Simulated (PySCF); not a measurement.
Molecule: SMILES C#C/C=N\C1CC1, C6H7N.

Bonds (- single, = double, # triple, : aromatic): C1#C2, C2-C3, C3=N4, N4-C5, C5-C6, C6-C7, C7-C5. C1 carries H8; C3 carries H9; C5 carries H10; C6 carries H11, H12; C7 carries H13, H14. Stereochemistry as in C#C/C=N\C1CC1. H11, H13 are cis to N4 on the ring; H12, H14 are trans to N4 on the ring.

Frames of a GFN2-xTB Langevin trajectory at 400 K; GIAO PBE0/pcSseg-1 shieldings in PySCF 2.14.0 with density-fitted response routines, gas phase, non-relativistic; equivalent atoms averaged within each frame.

References, each an isolated molecule treated in the same way: TMS for ¹³C (σref 186.93), ¹H (σref 31.72); ¹⁵N (σref 267.73) against NH3. The references are static minima.

How do the shifts (ppm) fluctuate along the trajectory?

Answers


| time (fs) | C3 | C1 | C2 | C5 | C6/C7 | N4 | H9 | H8 | H10 | H12/H14 |
| --- | --- | --- | --- | --- | --- | --- | --- | --- | --- | --- |
| optimised geometry | 142.1 | 93.2 | 79.3 | 42.2 | 15.6 | 431.5 | 7.44 | 3.04 | 3.69 | 1.18 |
| 250 | 139.2 | 90.8 | 84.5 | 41.4 | 19.2 | 419.4 | 7.07 | 3.26 | 2.80 | 1.60 |
| 425 | 144.5 | 93.8 | 89.4 | 40.5 | 16.5 | 427.7 | 8.31 | 2.70 | 4.01 | 1.67 |
| 625 | 152.0 | 106.2 | 85.5 | 46.8 | 17.6 | 457.8 | 7.83 | 2.35 | 4.53 | 2.19 |
| 800 | 144.0 | 93.4 | 82.1 | 44.1 | 14.7 | 443.1 | 6.76 | 3.70 | 4.03 | 0.70 |
| 1000 | 144.9 | 93.7 | 79.1 | 46.0 | 19.3 | 433.6 | 8.63 | 2.77 | 4.09 | 1.67 |
| mean of frames | 144.9 | 95.6 | 84.1 | 43.8 | 17.5 | 436.3 | 7.72 | 2.96 | 3.89 | 1.56 |
| standard deviation | 4.6 | 6.0 | 3.9 | 2.8 | 1.9 | 14.8 | 0.80 | 0.53 | 0.65 | 0.54 |

5 frames give an uncertainty of the mean of about the standard deviation over 2.2 at best, since frames this close in time may not be independent; classical motion lacks zero-point vibration, and the reference would need the same averaging.
